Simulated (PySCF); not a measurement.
Computed with ωB97X-D3(BJ)/def2-TZVP // PBE0-D3(BJ)/def2-TZVP (PySCF). Gas-phase values, no solvent. One relaxed conformer stands for a flexible species; it need not be the lowest. Delta-SCF ions had no search for a lower state. Excitations are Tamm–Dancoff values on a coarser integration grid. The basis has no diffuse functions, so Rydberg states are missing or too high.

Reference species (SMILES): `C=[SiH]O[SiH3]` (C–Si–O–Si torsion 1°) (neutral, multiplicity 1).

vertical ionisation energy (Delta-SCF): 8.35 eV
brightest of the four lowest singlets (TDA): 5.82 eV

Changed species: `[SiH2]=C` (X = H; the reference has X = siloxy).

Task: What does the change do to the vertical ionisation energy (Delta-SCF) and brightest of the four lowest singlets (TDA)?

Result: the vertical ionisation energy (Delta-SCF) rises by 0.44 eV, to 8.79 eV; the brightest of the four lowest singlets (TDA) drops by 0.22 eV, to 5.60 eV.
